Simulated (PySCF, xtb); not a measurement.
C2H4NO, SMILES CC(=O)[NH], multiplicity 2. The values are those of a single conformer.

Harmonic wavenumbers (cm⁻¹) from GFN2-xTB (xtb) at its own minimum, in rising order: 76, 390, 478, 494, 627, 904, 993, 1008, 1046, 1362, 1437, 1438, 1511, 1521, 3031, 3037, 3072, 3413.

Question: What does ωB97X-D3(BJ)/def2-SVP in PySCF give at its own minimum? (The exact figures need the calculation; the answer reports its results.)

Answer: 90, 337, 411, 517, 567, 860, 966, 1021, 1163, 1311, 1402, 1446, 1456, 1698, 3083, 3176, 3214, 3481. Paired by order, the mean absolute difference is 64 cm⁻¹ and the zero-point energies are 36.9 and 37.5 kcal/mol.
